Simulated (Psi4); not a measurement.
C₄H₉ (SMILES [CH2-]C(C)C), charge -1, singlet, geometry from GFN2-xTB (a gas-phase anion, which may not be bound at this level); MP2/6-31G** (Psi4).

Psi4 was given this input:
```
memory 2 GB

molecule {
-1 1
C     0.00360706    0.07275878    0.35852744
H     0.01413019   -0.02455558    1.49184561
C     0.00197210    1.48905250   -0.21294948
H    -0.87836911    2.02265113    0.26479170
H     0.89409793    2.01789160    0.24792523
C     1.24251803   -0.68650164   -0.13018073
H     1.27251834   -0.67330054   -1.21910898
H     2.14853428   -0.20354655    0.23586489
H     1.24765967   -1.73021109    0.20964392
C    -1.24843893   -0.67981278   -0.10647724
H    -1.29908454   -0.66639513   -1.19463808
H    -1.25271749   -1.72349693    0.23343705
H    -2.14471882   -0.19201806    0.27671870
}

set {
  basis 6-31g**
  freeze_core true
  mp2_type conv
  scf_type pk
  puream true
  d_convergence 1e-8
}

energy('mp2')
print_variables()
```

It wrote (shortened):

```
   => Loading Basis Set <=

    Name: 6-31G**
    Role: ORBITAL
    Keyword: BASIS

         ---------------------------------------------------------
                                   SCF
               by Justin Turney, Rob Parrish, Andy Simmonett
                          and Daniel G. A. Smith
                              RHF Reference
         ---------------------------------------------------------

  ==> Geometry <==

    Molecular point group: c1
    Full point group: C1

    Geometry (in Angstrom), charge = -1, multiplicity = 1:

       Center              X                  Y                   Z               Mass
    ------------   -----------------  -----------------  -----------------  -----------------
         C            0.003642706925     0.052366386763     0.368028050050    12.000000000000
         H            0.014165836925    -0.044947973237     1.501346220050     1.007825032230
         C            0.002007746925     1.468660106763    -0.203448869950    12.000000000000
         H           -0.878333463075     2.002258736763     0.274292310050     1.007825032230
         H            0.894133576925     1.997499206763     0.257425840050     1.007825032230
         C            1.242553676925    -0.706894033237    -0.120680119950    12.000000000000
         H            1.272553986925    -0.693692933237    -1.209608369950     1.007825032230
         H            2.148569926925    -0.223938943237     0.245365500050     1.007825032230
         H            1.247695316925    -1.750603483237     0.219144530050     1.007825032230
         C           -1.248403283075    -0.700205173237    -0.096976629950    12.000000000000
         H           -1.299048893075    -0.686787523237    -1.185137469950     1.007825032230
         H           -1.252681843075    -1.743889323237     0.242937660050     1.007825032230
         H           -2.144683173075    -0.212410453237     0.286219310050     1.007825032230

  Running in c1 symmetry.

  Rotational constants: A =      0.27621  B =      0.26951  C =      0.15658 [cm^-1]
  Rotational constants: A =   8280.71476  B =   8079.79352  C =   4694.23156 [MHz]
  Nuclear repulsion =  126.185879986634617

  Charge       = -1
  Multiplicity = 1
  Electrons    = 34
  Nalpha       = 17
  Nbeta        = 17

  ==> Algorithm <==

  SCF Algorithm Type is PK.
  DIIS enabled.
  MOM disabled.
  Fractional occupation disabled.
  Guess Type is SAD.
  Energy threshold   = 1.00e-08
  Density threshold  = 1.00e-08
  Integral threshold = 1.00e-12

  ==> Primary Basis <==

  Basis Set: 6-31G**
    Blend: 6-31G**
    Number of shells: 51
    Number of basis functions: 101
    Number of Cartesian functions: 105
    Spherical Harmonics?: true
    Max angular momentum: 2

  ==> Integral Setup <==

  Using in-core PK algorithm.
   Calculation information:
      Number of atoms:                  13
      Number of AO shells:              51
      Number of primitives:            105
      Number of atomic orbitals:       105
      Number of basis functions:       101

      Integral cutoff                 1.00e-12
      Number of threads:                 1

  Performing in-core PK
  Using 26537952 doubles for integral storage.
  We computed 830967 shell quartets total.
  Whereas there are 879801 unique shell quartets.

  ==> DiskJK: Disk-Based J/K Matrices <==

    J tasked:                  Yes
    K tasked:                  Yes
    wK tasked:                  No
    Schwarz Cutoff:          1E-12

  Minimum eigenvalue in the overlap matrix is 5.2049634808E-03.
  Reciprocal condition number of the overlap matrix is 9.4529199883E-04.
    Using symmetric orthogonalization.

  ==> Pre-Iterations <==

  SCF Guess: Superposition of Atomic Densities via on-the-fly atomic UHF (no occupation information).

   -------------------------
    Irrep   Nso     Nmo
   -------------------------
     A        101     101
   -------------------------
    Total     101     101
   -------------------------

  ==> Iterations <==

                        Total Energy        Delta E     RMS |[F,P]|

   @RHF iter SAD:  -155.66581492567769   -1.55666e+02   0.00000e+00
   @RHF iter   1:  -156.37813168654418   -7.12317e-01   5.66829e-03 DIIS/ADIIS
   @RHF iter   2:  -156.54721340418081   -1.69082e-01   2.92861e-03 DIIS/ADIIS
   @RHF iter   3:  -156.59303001646509   -4.58166e-02   4.08590e-04 DIIS/ADIIS
   @RHF iter   4:  -156.59470316852241   -1.67315e-03   1.14471e-04 DIIS/ADIIS
   @RHF iter   5:  -156.59479937627748   -9.62078e-05   2.46307e-05 DIIS
   @RHF iter   6:  -156.59480604039166   -6.66411e-06   6.23490e-06 DIIS
   @RHF iter   7:  -156.59480659899191   -5.58600e-07   1.93968e-06 DIIS
   @RHF iter   8:  -156.59480665267603   -5.36841e-08   6.09977e-07 DIIS
   @RHF iter   9:  -156.59480665802661   -5.35059e-09   1.54570e-07 DIIS
   @RHF iter  10:  -156.59480665847070   -4.44089e-10   3.73817e-08 DIIS
   @RHF iter  11:  -156.59480665850660   -3.58966e-11   1.15065e-08 DIIS
   @RHF iter  12:  -156.59480665851035   -3.75167e-12   3.04196e-09 DIIS
  Energy and wave function converged.

  ==> Post-Iterations <==

    Orbital Energies [Eh]
    ---------------------

    Doubly Occupied:

[...]
    Virtual:

[...]
    Final Occupation by Irrep:
              A
    DOCC [    17 ]
    NA   [    17 ]
    NB   [    17 ]

  @RHF Final Energy:  -156.59480665851035

   => Energetics <=

    Nuclear Repulsion Energy =            126.1858799866346175
    One-Electron Energy =                -467.0896475301585724
    Two-Electron Energy =                 184.3089608850135903
    Total Energy =                       -156.5948066585103504

Computation Completed

Properties will be evaluated at   0.000000,   0.000000,   0.000000 [a0]

Properties computed using the SCF density matrix

 Multipole Moments:

 ------------------------------------------------------------------------------------
     Multipole            Electronic (a.u.)      Nuclear  (a.u.)        Total (a.u.)
[...]
  DIE_IF_NOT_CONVERGED          => (empty)
[...]
  FREEZE_CORE_POLICY            => (empty)
  FROZEN_DOCC                   => (empty)
  FROZEN_UOCC                   => (empty)
  INTEGRAL_PACKAGE              => (empty)
  IP_POLES                      => (empty)
  LEVEL_SHIFT                   => (empty)
  LITERAL_CFOUR                 => (empty)
  LS_THC_BASIS_TOLERANCE        => (empty)
  LS_THC_DF                     => (empty)
  LS_THC_PRUNING_SCHEME         => (empty)
  LS_THC_RADIAL_POINTS          => (empty)
  LS_THC_SPHERICAL_POINTS       => (empty)
  LS_THC_S_EPSILON              => (empty)
  LS_THC_WEIGHTS_TOLERANCE      => (empty)
  MAT_NUM_COLUMN_PRINT          => (empty)
  MAX_MOGRAD_CONVERGENCE        => (empty)
  MAX_RADIAL_MOMENT             => (empty)
  MBIS_D_CONVERGENCE            => (empty)
  MBIS_MAXITER                  => (empty)
  MBIS_PRUNING_SCHEME           => (empty)
  MBIS_RADIAL_POINTS            => (empty)
  MBIS_SPHERICAL_POINTS         => (empty)
  MOGRAD_DAMPING                => (empty)
  MOLDEN_WITH_VIRTUAL           => (empty)
  MO_MAXITER                    => (empty)
  MO_READ                       => (empty)
  MO_STEP_MAX                   => (empty)
  MO_WRITE                      => (empty)
  MP2_OS_SCALE                  => (empty)
  MP2_SOS_SCALE                 => (empty)
  MP2_SOS_SCALE2                => (empty)
  MP2_SS_SCALE                  => (empty)
  MP2_TYPE                      => CONV            !
  MP_TYPE                       => (empty)
  NAT_ORBS                      => (empty)
  NUM_FROZEN_DOCC               => (empty)
  NUM_FROZEN_UOCC               => (empty)
  NUM_GPUS                      => (empty)
  OCC_ORBS_PRINT                => (empty)
  OEPROP                        => (empty)
  OPT_METHOD                    => (empty)
  ORBITAL_OPTIMIZER_PACKAGE     => (empty)
  ORB_OPT                       => FALSE           !
  ORB_RESP_SOLVER               => (empty)
  ORTH_TYPE                     => (empty)
  OS_SCALE                      => (empty)
  PARENT_SYMMETRY               => (empty)
  PCG_BETA_TYPE                 => (empty)
  PCG_CONVERGENCE               => (empty)
  PCG_MAXITER                   => (empty)
  PCM                           => (empty)
  PE                            => (empty)
  PRINT                         => (empty)
  PRINT_NOONS                   => (empty)
  PROPERTIES                    => (empty)
  PROPERTIES_ORIGIN             => (empty)
  PUREAM                        => TRUE            !
  QC_MODULE                     => (empty)
  RAS1                          => (empty)
  RAS2                          => (empty)
  RAS3                          => (empty)
  RAS4                          => (empty)
  RELATIVISTIC                  => (empty)
  RELAXED                       => (empty)
  REMP_A                        => (empty)
  RESTRICTED_DOCC               => (empty)
  RESTRICTED_UOCC               => (empty)
  RMS_MOGRAD_CONVERGENCE        => (empty)
  R_CONVERGENCE                 => (empty)
  SCF_TYPE                      => PK              !
  SCREENING                     => (empty)
  SCS_TYPE                      => (empty)
  SOCC                          => (empty)
  SOS_TYPE                      => (empty)
  SPIN_SCALE_TYPE               => NONE            !
  SS_SCALE                      => (empty)
  SYMMETRIZE                    => (empty)
  TPDM_ABCD_TYPE                => (empty)
  WFN                           => (empty)
  WFN_TYPE                      => OMP2            !
  WRITER_FILE_LABEL             => (empty)
  ZORA_BASIS_TOLERANCE          => (empty)
  ZORA_NR_DEBUG                 => (empty)
  ZORA_PRUNING_SCHEME           => (empty)
  ZORA_RADIAL_POINTS            => (empty)
  ZORA_SPHERICAL_POINTS         => (empty)

 ==============================================================================
 ==============================================================================
 ==============================================================================

                             MP2
                    Program Written by Ugur Bozkaya,
              Additional Contributions by J. P. Misiewicz

 ==============================================================================
 ==============================================================================
 ==============================================================================

	MO spaces per irreps...

	IRREP   FC    OCC   VIR  FV
	==============================
	   A     4    13    84    0
	==============================

	Cost of iabc is     72 MB
	Cost of abcd is    376 MB
	Switching to the incore algorithm for iabc..
	Switching to the incore algorithm for abcd..

	Computing MP2 energy using SCF MOs (Canonical MP2)...
	==============================================================================
	Nuclear Repulsion Energy (a.u.)    :   126.18587998663462
	SCF Energy (a.u.)                  :  -156.59480665851035
	REF Energy (a.u.)                  :  -156.59480665851035
	Alpha-Alpha Contribution (a.u.)    :    -0.06536186437182
	Alpha-Beta Contribution (a.u.)     :    -0.46169175699457
	Beta-Beta Contribution (a.u.)      :    -0.06536186437182
	Scaled_SS Correlation Energy (a.u.):    -0.04357457624788
	Scaled_OS Correlation Energy (a.u.):    -0.55403010839348
	SCS-MP2 Total Energy (a.u.)        :  -157.19241134315169
	SOS-MP2 Total Energy (a.u.)        :  -157.14883676690383
	SCSN-MP2 Total Energy (a.u.)       :  -156.82488042109915
	SCS-MP2-VDW Total Energy (a.u.)    :  -157.25113397183523
	SOS-PI-MP2 Total Energy (a.u.)     :  -157.24117511830275
	MP2 Correlation Energy (a.u.)      :    -0.59241548573821
	MP2 Total Energy (a.u.)            :  -157.18722214424855
	==============================================================================

  Variable Map:
  ----------------------------------------------------------------------------
[...]
  Array Variable Map:
  ----------------------------------------------------------------------------
[...]
[...]
```
